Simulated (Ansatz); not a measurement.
`[Cl][In-]([Cl])([Cl])[SeH2+]`. Total charge 0; spin multiplicity 1. In takes the def2 core potential.

```xyz
7

Cl   -2.708   -0.250   -1.248
In   -0.747    0.701   -0.463
Cl    0.873    1.322   -2.012
Cl   -0.819    1.874    1.545
Se    0.598   -1.593    0.534
H     1.846   -1.176   -0.123
H     0.956   -0.876    1.767
```

Q: List the harmonic frequencies (cm⁻¹, unscaled) at PBE0-D4/def2-TZVP in Ansatz. (Estimate.)

A: Ansatz gave: 38i, 53, 57, 89, 89, 102, 131, 334, 372, 377, 405, 437, 1055, 2442, 2454.
